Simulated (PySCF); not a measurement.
# From orbital energies to excitation energies

Species: FH7OSi3.
InChI=1S/FH7OSi3/c1-4-2-5-3/h4-5H2,3H3

Computed with TDDFT PBE0/def2-SVPD, vertical, gas phase, core orbitals frozen in the response in PySCF 2.14.0, density-fitted response routines. The structure is a single PBE0-D3(BJ)/def2-SVP conformer in the gas phase; no vibrational or solvent corrections. Torsions of this conformer, `[F:1][SiH2:2][O:3][SiH2:4][SiH3:5]`: F1–Si2–O3–Si4 -27°, Si2–O3–Si4–Si5 16°.

Orbital energies (eV): HOMO-3 -9.78, HOMO-2 -9.66, HOMO-1 -8.88, HOMO -8.12, LUMO -0.44, LUMO+1 0.16, LUMO+2 0.37.

Computed singlets:

| state | E (eV) | f |
| --- | --- | --- |
| S1 | 6.38 | 0.018 |
| S2 | 7.05 | 0.0006 |
| S3 | 7.23 | 0.022 |
| S4 | 7.31 | 0.019 |
| S5 | 7.52 | 0.126 |
| S6 | 7.76 | 0.055 |

**Question.** Which orbital pair leads each of S1, S2, S3 and S4, and how does its energy difference Δε compare with the excitation energy?

**Answer.** 

| state | leading configuration | weight | Δε (eV) | E (eV) | E − Δε (eV) | f | other configurations |
| --- | --- | --- | --- | --- | --- | --- | --- |
| S1 | HOMO→LUMO | 0.98 | 7.69 | 6.38 | -1.30 | 0.018 | – |
| S2 | HOMO-1→LUMO | 0.97 | 8.45 | 7.05 | -1.40 | 0.0006 | – |
| S3 | HOMO→LUMO+1 | 0.83 | 8.28 | 7.23 | -1.06 | 0.022 | – |
| S4 | HOMO→LUMO+2 | 0.85 | 8.49 | 7.31 | -1.18 | 0.019 | – |

E − Δε runs from -1.40 to -1.06 eV. By orbital difference alone the order would be S1, S3, S2, S4.

H and L stand for HOMO and LUMO. The other states: S5 7.52 eV, f 0.126, H→L+3 (82%); S6 7.76 eV, f 0.055, H-1→L+1 (55%), H→L+4 (33%).

Summed over the main configurations (up to three a state, each over 8%) of all 6 singlets, the electron leaves HOMO with weight 3.81 and HOMO-1 with weight 1.52.
